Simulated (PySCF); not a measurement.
**From computed data to an observable: entropy of an ideal gas**

C2H4FNSi, SMILES F[C@@H]1N=C[SiH2]1.

Coordinates come from a PBE-D3(BJ)/def2-SVP optimisation. The structure was generated by enumeration; whether it is a known compound was not checked.

PBE-D3(BJ)/def2-SVP run with PySCF gives the harmonic wavenumbers 176, 265, 395, 525, 533, 597, 648, 737, 782, 873, 914, 960, 1110, 1133, 1230, 1297, 1550, 2127, 2172, 2965, 3062 cm⁻¹ and the rotational temperatures 0.3163, 0.1848, 0.1278 K. The molar mass is 89.14 g/mol, the symmetry number 1, the spin multiplicity 1.

Question: Work out the entropy at 298.15 K and 1 atm in the rigid-rotor, harmonic-oscillator model.

Answer: 
Translation (Sackur–Tetrode at 1 atm): S = R[1.5 ln M + 2.5 ln T − 1.16487] = 164.7 J/(mol K).
Rotation: q = (√π/σ) T^1.5/√(θA θB θC) = 106000, S = R[ln q + 3/2] = 108.6 J/(mol K).
Vibration: with u = 1.4388 ν/T, each mode gives R[u/(e^u − 1) − ln(1 − e^−u)]:
```
ν (cm⁻¹)  modes     u  S (J/(mol K))
--------  -----  ----  -------------
176           1  0.85           9.92
265           1  1.28           6.81
395           1  1.91           4.11
525           1  2.53           2.50
533           1  2.57           2.43
597           1  2.88           1.90
648           1  3.13           1.57
737           1  3.56           1.11
782           1  3.77           0.93
873           1  4.21           0.65
914           1  4.41           0.55
960           1  4.63           0.46
1110          1  5.36           0.25
1133          1  5.47           0.23
1230          1  5.94           0.15
1297          1  6.26           0.12
1550          1  7.48           0.04
```
The stiffer modes add less than 0.005 each. Sum 33.7 J/(mol K).
Spin: R ln 1 = 0.0 J/(mol K).
Total 307.1 J/(mol K); the program's own thermochemistry gives 307.1. Translation makes up 54 % and vibration 11 %. Anharmonicity, hindered rotation and orbital degeneracy are left out.
